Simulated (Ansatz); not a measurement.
```xyz
9

C     0.351   -0.979    1.239
O     0.043   -0.136    0.172
Ti   -0.329    0.915   -1.158
F     0.575    2.412   -0.989
F    -2.051    1.265   -1.161
F     0.114    0.128   -2.665
H     0.814   -1.895    0.863
H     1.045   -0.477    1.917
H    -0.562   -1.234    1.782
```

Total charge 0; spin multiplicity 1.

Task: List the PBE/def2-TZVPP orbital energies in eV (Ansatz 0.2.0). (An estimate is asked.)

Result: The calculation gave: Occupied: -4837.42, -659.85, -659.85, -659.85, -532.06, -511.45, -444.58, -444.58, -444.56, -270.97, -62.45, -39.73, -39.73, -39.70, -28.61, -28.32, -28.32, -25.66, -17.36, -12.45, -11.88, -11.88, -11.03, -11.03, -10.75, -10.54, -10.54, -10.13, -9.83, -9.83, -9.58, -7.93, -7.93. Lowest empty: -3.02, -3.02, -2.22, -1.82, -1.81, -0.64, 0.68, 1.40.
